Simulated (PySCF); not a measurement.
A GIAO shielding run with PySCF 2.14 (density fitting, non-relativistic, gas phase) on SMILES CCCCC1CCCCC1, C10H20:

```
{"job": {"kind": "nmr", "xc": "B97-2", "basis": "pcSseg-1", "pop": false}, "charge": 0, "multiplicity": 1}
C      4.384106     0.136960    -0.183881
C      3.179312    -0.611328     0.363399
C      1.852328     0.073409     0.063769
C      0.645895    -0.683548     0.601528
C     -0.701055     0.012816     0.420151
C     -1.813408    -0.745725     1.147018
C     -3.177204    -0.084130     0.985774
C     -3.532815     0.103919    -0.484629
C     -2.440509     0.874923    -1.216510
C     -1.076204     0.213447    -1.050077
H      4.326249     0.240536    -1.279528
H      4.448255     1.153284     0.237411
H      5.326952    -0.379916     0.051293
H      3.283732    -0.736456     1.455847
H      3.158589    -1.635028    -0.050939
H      1.760028     0.208481    -1.027938
H      1.863508     1.093255     0.490872
H      0.598410    -1.681927     0.127397
H      0.798531    -0.874793     1.679071
H     -0.627302     1.017179     0.883421
H     -1.558374    -0.845405     2.215485
H     -1.857897    -1.775329     0.744585
H     -3.162548     0.902642     1.483401
H     -3.952384    -0.676644     1.498533
H     -3.654794    -0.887825    -0.957313
H     -4.503039     0.617001    -0.585940
H     -2.393828     1.903633    -0.814873
H     -2.687529     0.973365    -2.286184
H     -1.084243    -0.775141    -1.547422
H     -0.306506     0.810627    -1.564184
```

Hardware: 1 thread of an Arm Neoverse V1, shared host.

Question: How large is the calculation?

Answer: 80 electrons, 270 basis functions and 1390 auxiliary functions.

Question: How long does it take?

Answer: 86 s of wall time, with 13 SCF cycles and 4 response iterations. Times on a shared host scatter by some tens of per cent.

Question: And these other runs on the same molecule and hardware: GIAO shielding at PBE0/pcSseg-1?

Answer: PBE0/pcSseg-1: 270 functions, 78 s.
